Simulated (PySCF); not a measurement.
How good is the calculation?

Geometry (Å), atoms numbered from 1 in this order:
```xyz
13

O    -2.5765    1.6586   -0.2087
C    -2.2038    0.5149   -0.1383
C    -0.7852    0.1075   -0.0567
C     0.2365    1.0635   -0.0680
C     1.5499    0.6256    0.0153
C     1.7868   -0.7506    0.1080
N     0.8243   -1.6690    0.1185
C    -0.4312   -1.2421    0.0375
H    -2.9348   -0.3334   -0.1303
H    -0.0292    2.1209   -0.1421
H     2.3859    1.3277    0.0104
H     2.8148   -1.1246    0.1777
H    -1.2152   -2.0105    0.0472
```

Published estimates (parent shift plus substituent increments) and measurements: δ ¹³C C6 155.2; C8 152.2; C4 135.7; C3 131.5; C5 124.2; δ ¹H H13 9.11; H12 8.87; H10 8.20; H11 7.55 ppm (estimated from measurements, as parent shift plus tabulated substituent increment; solution, not stated per compound (mostly CDCl3 or CCl4); Pretsch, Buehlmann, Badertscher, Structure Determination of Organic Compounds, 4th ed. (2009)).

Computed data (PySCF): PBE0-D3(BJ)/def2-SVP structure, GIAO PBE0/pcSseg-1 shieldings. No relativistic terms, a single conformation, in vacuum.

Question: How close does the calculation come?

Answer: 
Reference values: estimated from measurements, as parent shift plus tabulated substituent increment (solution, not stated per compound (mostly CDCl3 or CCl4); Pretsch, Buehlmann, Badertscher, Structure Determination of Organic Compounds, 4th ed. (2009)).
```
atoms  quantity  reference  computed  computed, scaled
   C6     δ ¹³C      155.2     160.9             154.9
   C8     δ ¹³C      152.2     160.6             154.6
   C4     δ ¹³C      135.7     140.2             134.9
   C3     δ ¹³C      131.5     134.0             128.9
   C5     δ ¹³C      124.2     128.8             123.9
  H13      δ ¹H       9.11      8.98              8.74
  H12      δ ¹H       8.87      8.96              8.72
  H10      δ ¹H       8.20      8.47              8.25
  H11      δ ¹H       7.55      7.46              7.29
```

Computed shifts are σ(ref) − σ with the named reference compound (TMS for H and C) calculated as an isolated molecule at the same level. The measured values may be among those fitted. Expected solution values come from regression of measured δ (H and C: mostly CDCl3, vs TMS) on computed σ: ¹³C (scatter 1.9 ppm rms, 2.3 ppm with the 23 outliers that the fit left out); ¹H (scatter 0.21 ppm rms, 0.22 ppm with the 3 outliers that the fit left out). A few per cent of atoms miss by over 2 rms, more outside the fitted compound classes.

Question: How far are the unscaled ¹³C shifts from the references?

Answer: Mean signed difference +5.14 ppm, mean absolute 5.14 ppm over 5 comparisons; the largest is +8.4 ppm at C8 (aromatic CH next to a ring nitrogen).

Question: How far are the unscaled ¹H shifts from the references?

Answer: Mean signed difference +0.04 ppm, mean absolute 0.15 ppm over 4 comparisons; the largest is +0.27 ppm at H10 (hydrogen on an aromatic CH).

9 of the 18 published NMR values on file for this molecule are compared.
